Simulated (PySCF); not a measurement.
Constitutional and geometric isomers with formula CH3BSi. Isolated molecules, 0 K electronic values unless said otherwise. Strings in code marks are SMILES.

Level of theory: B3LYP-D3(BJ)/def2-TZVP run with PySCF. B3LYP has the VWN-RPA correlation part, as in Gaussian. Excitations are Tamm–Dancoff values on a coarser integration grid. The basis has no diffuse functions, so Rydberg states are missing or too high.

```
species        dipole moment (D)  HOMO (eV)  S1 excitation (TDA) (eV)  HOMO–LUMO gap (eV)  S1 oscillator strength
-------------  -----------------  ---------  ------------------------  ------------------  ----------------------
`B1=C[SiH2]1`               1.28      -6.96                      2.83                4.16                   0.006
`B1C=[SiH]1`                1.36      -6.88                      3.92                5.15                   0.008
`[SiH2]=C=B`                1.56      -6.40                      2.30                3.61                   0.000
```
